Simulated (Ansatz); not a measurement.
## Worked example: C2H5ClSi + C3H8OSn → C2H6OSi + C3H7ClSn

Species: C2H5ClSi `C=C[SiH2]Cl`, singlet; C3H8OSn `C[CH](C)[Sn][OH]`, singlet; C2H6OSi `C=C[SiH2]O`, singlet; C3H7ClSn `C[CH](C)[Sn][Cl]`, singlet. The partners trade Cl for OH: Si–Cl and Sn–OH bonds give way to Si–OH and Sn–Cl.

Shapes, held fixed at every level: PBE0-D4/def2-TZVP. Flexible molecules stand in one conformer, not always the lowest. Programs: Ansatz 0.2.0. The zero-point and thermal change to 298 K, harmonic and unscaled (PBE0-D4/def2-TZVP), is +1.4 kJ/mol.

At CCSD(T)/def2-TZVPP; 1 Eh = 2625.50 kJ/mol:

| species | energy (Eh) |
| --- | --- |
| C2H5ClSi | -827.881609 |
| C3H8OSn | -407.721759 |
| C2H6OSi | -443.885050 |
| C3H7ClSn | -791.743427 |

Problem. Work out ΔH(298 K) of the reaction at this level.

Solution. 
1. Products less reactants: (-443.885050) + (-791.743427) − [(-827.881609) + (-407.721759)] = -0.025109 Eh = -65.9 kJ/mol.
2. With the thermal change: -65.9 + (+1.4) = -64.5 kJ/mol.

Other levels give -87.7 (HF/def2-SVP) to -64.3 kJ/mol (r2SCAN-D4/def2-TZVPP). No measured value is set beside it here. For atoms past krypton def2 sets carry core potentials with scalar relativity. Outer-core shells of Sn are correlated, in sets that cover them unevenly. The median of the other levels is -74.2 kJ/mol.
